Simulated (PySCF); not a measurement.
Species: C2HClFGa.
Numbering: `[CH:1]#[C:2][Ga:3]([F:4])[Cl:5]` (hydrogens: H6 on C1)

Cartesian coordinates in Å at the PBE0-D3(BJ)/def2-SVP level; atoms count from 1:
```
atom  x, y, z in Å
C1     1.668   -0.189    0.931
C2     0.623   -0.025    0.329
Ga3   -1.003    0.191   -0.594
F4    -1.348    1.640   -1.494
Cl5   -2.529   -1.278   -0.630
H6     2.592   -0.336    1.463
```

Theory: MP2 and CCSD/aug-cc-pVDZ in PySCF, restricted Hartree–Fock reference, 17 core orbitals frozen, non-relativistic, gas phase, PBE0-D3(BJ)/def2-SVP geometry.

E(HF) = -2558.55438 Eh.

**Question.** How large is the problem?

**Answer.** 141 basis functions and 70 electrons; 17 orbitals frozen, which leaves o = 18 correlated occupied and v = 106 virtual orbitals. That is o·v = 1908 singles and o·v(o·v + 1)/2 = 1821186 distinct closed-shell doubles amplitudes before symmetry; the costliest CCSD step grows as o²v⁴ = 4.1 × 10^10.

**Question.** What are the MP2 and CCSD correlation energies?

**Answer.** MP2 -0.6916 Eh and CCSD -0.7149 Eh, which gives totals of -2559.24596 and -2559.26924 Eh. That is 0.540 eV for each correlated electron at CCSD (1877 kJ/mol in all, 0.028 % of the total energy); MP2 gives 96.7 % of the CCSD value.

**Question.** What is the T1 diagnostic?

**Answer.** 0.0128, below the customary warning level of 0.02. It is the norm of the spatial-orbital singles amplitudes over the root of the number of correlated electrons, so the norm is 0.077.

**Question.** How does correlation change the dipole moment?

**Answer.** HF gives 3.08 D and CCSD (unrelaxed density) 2.76 D, a change of -0.32 D.

Connected triples and the basis-set limit are missing.

The job also held the EOM ionisation roots. Hardware: an Arm Neoverse V2 with one thread, no GPU, shared host with 96 logical CPUs at a one-minute load of 32. Cost: 3.7 min wall, 2.5 GiB resident at most.
